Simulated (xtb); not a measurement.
F2OS, charge -1, doublet, geometry from GFN2-xTB (a state made from the parent by changing its charge; the spin is typed, not shown lowest); GFN2-xTB (xtb).

Input for xtb:
```
$ xtb mol.xyz --gfn 2 --chrg -1 --uhf 1 --json

# file mol.xyz
4

O      1.30256338    -0.09150231    -0.17980136
S     -0.13768958     0.00967240     0.01900620
F     -0.34190385     1.86544885    -0.03962579
F     -0.57114878    -1.80130884     0.16566043
```

Q: Predict the main parts of the log of this xtb run.

A: 
```
   ID    Z sym.   atoms
    1    8 O      1
    2   16 S      2
    3    9 F      3, 4

           -------------------------------------------------
          |                Calculation Setup                |
           -------------------------------------------------

           -------------------------------------------------
          |                 G F N 2 - x T B                 |
           -------------------------------------------------

          ...................................................
          :                      SETUP                      :
          :.................................................:
          :  # basis functions                  22          :
          :  # atomic orbitals                  21          :
          :  # shells                            9          :
          :  # electrons                        27          :
          :  max. iterations                   250          :
          :  Hamiltonian                  GFN2-xTB          :
          :  restarted?                      false          :
          :  GBSA solvation                  false          :
          :  PC potential                    false          :
          :  electronic temp.          300.0000000     K    :
          :  accuracy                    1.0000000          :
          :  -> integral cutoff          0.2500000E+02      :
          :  -> integral neglect         0.1000000E-07      :
          :  -> SCF convergence          0.1000000E-05 Eh   :
          :  -> wf. convergence          0.1000000E-03 e    :
          :  Broyden damping             0.4000000          :
          :  net charge                         -1          :
          :  unpaired electrons                  1          :
          ...................................................

 iter      E             dE          RMSdq      gap      omega  full diag
   1    -17.0362247 -0.170362E+02  0.896E+00    4.70       0.0  T
   2    -17.0461021 -0.987739E-02  0.415E+00    4.83       1.0  T
   3    -17.0467314 -0.629303E-03  0.183E+00    4.89       1.0  T
   4    -17.0468329 -0.101586E-03  0.195E-01    4.93       1.0  T
   5    -17.0468359 -0.291063E-05  0.828E-02    4.93       1.0  T
   6    -17.0468360 -0.118787E-06  0.202E-02    4.93       2.5  T
   7    -17.0468363 -0.296973E-06  0.102E-02    4.93       4.9  T
   8    -17.0468363 -0.251443E-07  0.128E-03    4.93      39.1  T
   9    -17.0468363 -0.615355E-09  0.638E-04    4.93      78.4  T
[...]
         :: total energy             -17.027145599648 Eh    ::
[...]
        18                          0.2822857               7.6814
        19                          0.3399913               9.2516
        20                          0.4057033              11.0397
        21                          1.1410411              31.0493
      -------------------------------------------------------------
                  HL-Gap            0.1810914 Eh            4.9277 eV
             Fermi-level           -0.1057279 Eh           -2.8770 eV

     #   Z          covCN         q      C6AA      α(0)
     1   8 O        0.860    -0.502    23.838     6.546
     2  16 S        2.360     0.592   119.236    18.378
     3   9 F        0.750    -0.545    15.492     4.649
     4   9 F        0.750    -0.545    15.492     4.649

 Mol. C6AA /au·bohr⁶  :        547.264889
 Mol. C8AA /au·bohr⁸  :      16756.434003
 Mol. α(0) /au        :         34.221969

Wiberg/Mayer (AO) data.
largest (>0.10) Wiberg bond orders for each atom

 ---------------------------------------------------------------------------
     #   Z sym  total        # sym  WBO       # sym  WBO       # sym  WBO
 ---------------------------------------------------------------------------
     1   8 O    2.036 --     2 S    1.930
     2  16 S    3.287 --     1 O    1.930     4 F    0.679     3 F    0.679
     3   9 F    0.773 --     2 S    0.679
     4   9 F    0.773 --     2 S    0.679
 ---------------------------------------------------------------------------

Topologies differ in total number of bonds
Writing topology from bond orders to xtbtopo.mol

molecular dipole:
                 x           y           z       tot (Debye)
 q only:       -0.451       0.032       0.062
   full:       -0.272       0.019       0.038       0.700
molecular quadrupole (traceless):
                xx          xy          yy          xz          yz          zz
 q only:        2.738      -0.824     -11.105       0.859       1.043       8.367
  q+dip:        2.593      -0.870     -12.144       1.053       1.155       9.551
   full:        2.438      -0.843     -11.885       1.059       1.135       9.447

           -------------------------------------------------
          | TOTAL ENERGY              -17.027145599648 Eh   |
          | GRADIENT NORM               0.000021249407 Eh/α |
          | HOMO-LUMO GAP               4.927748680558 eV   |
           -------------------------------------------------

normal termination of xtb
```
